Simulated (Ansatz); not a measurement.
Members of the series Al-XY, Y = H; each row names its spin state. Isolated molecules, 0 K electronic values unless said otherwise. One relaxed conformer stands for each flexible species; it need not be the lowest. Strings in code marks are SMILES.

Quantity: adiabatic spin-state energy, in kcal/mol. HF references are unrestricted for open shells and restricted for singlets. The restricted reference of `[AlH2-]`, `[OH][AlH-]` and `[AlH-][SiH3]` is unstable towards unrestricted orbitals.

A: `[OH][AlH-]`: multiplicity 3 minus multiplicity 1
B: `[AlH2-]`: multiplicity 3 minus multiplicity 1
C: `[AlH-][SiH3]`: multiplicity 3 minus multiplicity 1

Q: Rank these by adiabatic spin-state energy (lowest first), as frozen-core CCSD(T)/aug-cc-pVTZ // B3LYP-D3(BJ)/def2-TZVPD (Ansatz, a first-principles code) gives it.

A: B (13.5 kcal/mol), C (14.0 kcal/mol), A (25.1 kcal/mol)
